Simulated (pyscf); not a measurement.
## H₂N–B(Br)–Br, singlet

Gas-phase minimum from PySCF at ωB97X-D3(BJ)/def2-SVP, one conformer. 

```
B
N 1 1.3874
H 2 1.0128 1 122.29
H 2 1.0128 3 115.38 1 179.99
Br 1 1.9221 2 120.22 3 -0.02
Br 1 1.9222 2 120.24 3 179.99
```
Charge 0, spin multiplicity 1.

Properties at ωB97X-D3(BJ)/def2-SVP:

| Item | Result |
|---|---|
| Harmonic wavenumbers, unscaled | 168, 280, 433, 445, 563, 577, 728, 1051, 1369, 1597, 3633, 3744 cm⁻¹ |
| Zero-point energy | 20.9 kcal/mol |
| Rotational symmetry number | 2 |
| Entropy of this conformer at 298 K and 1 atm, rigid rotor and harmonic oscillator, modes under 100 cm⁻¹ raised to 100 | 316.4 J/(mol K) |
| Dipole moment | 3.06 D |

Single-point totals, which compare only within one level (frozen core for MP2 and CC):

```csv
level,total energy (hartree)
ωB97X-D3(BJ)/def2-TZVP,-5229.14285
PBE/def2-TZVP,-5228.39478
r²SCAN/def2-TZVP,-5229.19990
B3LYP-D3(BJ)/def2-TZVP,-5229.34499
PBE0-D3(BJ)/def2-TZVP,-5228.58772
M06-2X/def2-TZVP,-5229.31940
ωB97M-D3(BJ)/def2-TZVP,-5229.31150
HF/def2-TZVPP,-5225.29247
MP2/def2-TZVPP,-5226.15426
CCSD/def2-TZVPP,-5226.17022
CCSD(T)/def2-TZVPP,-5226.20368
```

Soft torsions are taken as harmonic, which can shift the entropy by several J/(mol K). The CCSD(T) − MP2 part came from Ansatz, without density fitting, on the same reference. The frozen core leaves the outer d or s,p core shells of the metals and heavy elements correlated in the MP2 and CC values, and def2-TZVPP describes them poorly, so these totals are far from the basis limit. Elements up to Kr have no core potential and no relativistic terms here.
